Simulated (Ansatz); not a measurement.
A nudged elastic band was laid between two geometries of CH$_{7}$AsSeSi (11 atoms, charge 0, multiplicity 1).

These are results of Ansatz, RKS PBE0-D4/def2-SVP, not measurements.

```
movable images  : 9
climbing image  : yes
spring          : 5.0 eV/Å²
optimiser       : quadratic models (default)
start path      : through a guess of the saddle point
force threshold : 0.03 eV/Å
iteration limit : 10
end points      : relaxed
```

Initial state:

```xyz
11
Properties=species:S:1:pos:R:3
C -0.788 1.207 0.099
Si 0.130 -0.181 -0.770
As 2.075 -0.915 0.374
Se -1.221 -2.000 -1.134
H -0.137 2.089 0.205
H -1.682 1.492 -0.476
H -1.107 0.892 1.104
H 0.528 0.230 -2.151
H 1.264 -1.156 1.646
H 2.440 0.504 0.816
H -1.437 -2.221 0.306
```

Final state:

```xyz
11
Properties=species:S:1:pos:R:3
C -1.027 1.212 0.155
Si 0.114 -0.111 -0.530
As 1.612 -0.813 1.170
Se -1.040 -1.949 -1.273
H -0.452 2.104 0.450
H -1.768 1.507 -0.604
H -1.567 0.841 1.040
H 0.810 0.371 -1.762
H 2.377 0.509 1.146
H 2.550 -1.457 0.157
H -1.544 -2.271 0.073
```

Task: Which bonds break or form, and what moves?

Result: No bond is made or broken. The dihedral C1–Si2–As3–H10 goes from -38 to -163°.

Task: What energy profile does the band end with?

Result: It converged. The highest image is number 5 of 0 to 10, 0.065 eV above the first end and 0.070 eV above the last; the last end lies 0.004 eV below the first. Another band between the same ends (9 images) ends at a top of the same energy, where a vibrational analysis finds 1 clearly imaginary mode.

```json
{"image": "0", "path coordinate (Å)": "0.00", "energy (eV)": "0.000", "dihedral C1–Si2–As3–H10 (°)": "-38"}
{"image": "1", "path coordinate (Å)": "0.39", "energy (eV)": "0.005", "dihedral C1–Si2–As3–H10 (°)": "-49"}
{"image": "2", "path coordinate (Å)": "0.79", "energy (eV)": "0.019", "dihedral C1–Si2–As3–H10 (°)": "-61"}
{"image": "3", "path coordinate (Å)": "1.18", "energy (eV)": "0.039", "dihedral C1–Si2–As3–H10 (°)": "-73"}
{"image": "4", "path coordinate (Å)": "1.58", "energy (eV)": "0.057", "dihedral C1–Si2–As3–H10 (°)": "-86"}
{"image": "5", "path coordinate (Å)": "1.97", "energy (eV)": "0.065", "dihedral C1–Si2–As3–H10 (°)": "-100"}
{"image": "6", "path coordinate (Å)": "2.35", "energy (eV)": "0.060", "dihedral C1–Si2–As3–H10 (°)": "-113"}
{"image": "7", "path coordinate (Å)": "2.73", "energy (eV)": "0.042", "dihedral C1–Si2–As3–H10 (°)": "-126"}
{"image": "8", "path coordinate (Å)": "3.12", "energy (eV)": "0.020", "dihedral C1–Si2–As3–H10 (°)": "-138"}
{"image": "9", "path coordinate (Å)": "3.50", "energy (eV)": "0.002", "dihedral C1–Si2–As3–H10 (°)": "-151"}
{"image": "10", "path coordinate (Å)": "3.88", "energy (eV)": "-0.004", "dihedral C1–Si2–As3–H10 (°)": "-163"}
```

Task: What is the geometry of the highest image?

Result: 
```xyz
11
Properties=species:S:1:pos:R:3:forces:R:3
C -0.902 1.127 0.194 0.02 -0.03 0.00
Si 0.111 -0.210 -0.651 0.00 0.01 0.00
As 1.837 -1.045 0.773 0.00 0.00 0.00
Se -1.215 -1.936 -1.378 -0.01 0.01 0.00
H -0.262 1.982 0.461 0.00 0.01 0.00
H -1.708 1.472 -0.471 0.00 0.01 0.00
H -1.358 0.737 1.117 -0.01 0.01 0.00
H 0.711 0.288 -1.926 0.00 0.00 0.00
H 1.571 0.029 1.826 0.00 0.00 0.00
H 2.890 -0.178 0.090 0.00 0.00 0.00
H -1.608 -2.323 -0.013 0.01 -0.01 0.00
```

The run took 6.7 min on 2 threads of Arm Neoverse V1, on a shared host, peak memory 0.38 GiB.
